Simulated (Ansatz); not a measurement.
(1) Predict a relaxed structure of the cluster Ga3N3⁺ (the lowest doublet isomer of a short search), charge 1, doublet, at PBE-D4/def2-SVP (Ansatz).

## Answers

(1) 
```
atom   x (Å)   y (Å)   z (Å)
 Ga1   1.470   0.141   0.467
 Ga2  -0.558  -1.383  -0.226
 Ga3  -0.920   1.221  -0.243
  N4   1.210  -1.655   0.316
  N5  -1.966  -0.219  -0.625
  N6   0.764   1.894   0.311
```
Point group C2v (tolerance 0.1 Å). This is one stationary point.

The gap within one spin of the charge 1 doublet nearly closes, so an electron or hole may be smeared out by delocalisation error. The structure comes from a short search, and lower isomers may exist.
